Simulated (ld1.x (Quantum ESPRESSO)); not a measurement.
## Varying the TM semilocal potential for ytterbium

Base potential:

| Quantity | Value |
| --- | --- |
| Element | ytterbium |
| Generator | ld1.x (Quantum ESPRESSO) 7.5 |
| Type | norm-conserving Troullier–Martins (semilocal form) |
| Functional | PBE |
| Relativity | scalar-relativistic |
| Frozen core | [Xe] 4f13 |
| Valence charge | 3 |
| Reference configuration | 5d1 6s1.5 6p0.5 |
| Partial waves | 6p (bound): rc 4.20 bohr; 5d (bound): rc 2.20 bohr; 6s (bound): rc 3.40 bohr |
| Local potential | the s channel |
| Core correction | Bessel-smoothed model core inside 1.80 bohr |

Cutoffs, loose and tight: the cutoffs (Ry, on a coarse ladder) from which the occupation-weighted sum of valence levels, in a spherical-Bessel basis at the reference potential, stays within 10 and 1 mRy of its value at 400 Ry. They do not see the model core or the augmentation charge, which bear on the density cutoff. Test errors are all-electron minus pseudo excitation energies from the reference, over the configurations 5d1 6s2 6p0; 5d1 6s1 6p0; 5d1 6s0 6p0; 5d2 6s0 6p0; 5d1 6s0 6p1; 5d0 6s2 6p1; 5d1 6s1 6p1. A dash means not determined; rows that change the core or the reference have their own tests.

A semilocal file is local in each channel, so a ghost entry of none says nothing of the separable form that plane-wave codes build from it.

```tsv
change	outcome	cutoff, loose	cutoff, tight	bound ghosts	largest test error (meV)
base	generated	18 Ry	25 Ry	none	-86
all radii but the core radius scaled by about 0.75 (s 2.54, p 3.14, d 1.64 bohr)	generated	18 Ry	25 Ry	none	-80
all radii but the core radius scaled by about 0.84 (s 2.86, p 3.54, d 1.86 bohr)	generated	18 Ry	25 Ry	none	-95
all radii but the core radius scaled by about 0.93 (s 3.18, p 3.92, d 2.06 bohr)	generated	18 Ry	25 Ry	none	-94
all radii but the core radius scaled by about 1.05 (s 3.58, p 4.42, d 2.32 bohr)	generated	18 Ry	25 Ry	none	-76
all radii but the core radius scaled by about 1.15 (s 3.90, p 4.82, d 2.52 bohr)	generated	18 Ry	21 Ry	none	-65
all radii but the core radius scaled by about 1.23 (s 4.18, p 5.16, d 2.70 bohr)	generated	18 Ry	21 Ry	none	-91
all radii but the core radius scaled by about 1.32 (s 4.48, p 5.54, d 2.90 bohr)	generated	15 Ry	18 Ry	none	-130
all radii but the core radius scaled by about 1.39 (s 4.74, p 5.86, d 3.06 bohr)	generated	15 Ry	18 Ry	none	-168
```

Reading the sweep of the scale of all radii but the core radius (base = 1) (base included, trends over the rows without a ghost): The loose cutoff stays near 18 Ry. The median size of the test errors (rows with all tests solved) is not monotonic: lowest 5.7 meV at 1.32, highest 27.8 meV at 1.23.
